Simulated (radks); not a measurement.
Neutral titanium inside a hard spherical wall (all orbitals vanish at R), configuration held at [Ar] 3d2 4s2 and not refilled when levels cross. All-electron calculation, non-relativistic Kohn-Sham, LDA (Slater exchange, VWN5 correlation), spin-unpolarised, spherical densities, point nucleus. Program: a radial shooting solver on a logarithmic mesh with Libxc functionals. Eigenvalues in eV, with the zero of energy where the potential of the charges vanishes at infinity; a dash marks a level that is unbound or too diffuse for the functional's potential to be trusted. A positive occupied level is held by the wall or, in an anion where self-interaction has pushed it up, behind a barrier. The pressure on the wall is -dE/dV.

R (bohr)  E (hartree)  kinetic (hartree)    e(3s)    e(3p)   e(3d)   e(4s)  e(4p, empty)  e(5s, empty)  pressure (GPa)
free       -847.27722            846.051  -61.443  -38.720  -4.626  -4.547        -1.549        -0.059               0
15         -847.27721            846.051  -61.443  -38.720  -4.626  -4.547        -1.544         0.322        < 0.0001
10         -847.27634            846.059  -61.375  -38.652  -4.562  -4.492        -1.392         1.974          0.0225
7          -847.25541            846.187  -60.605  -37.888  -3.851  -3.792        -0.184         7.826            1.10
6          -847.21480            846.378  -59.680  -36.975  -3.002  -2.808         1.282        13.433            4.28
5          -847.09544            846.849  -57.839  -35.169  -1.288  -0.451         4.532        24.529            18.5
4          -846.71413            848.141  -54.140  -31.571   2.347   5.834        12.579        49.079            97.8
3.5        -846.23462            849.668  -50.921  -28.436   5.755  12.902        21.128        73.026             256
1.5        -812.95146            939.217   40.333   67.450  108.38  319.49        328.52        755.38           88600
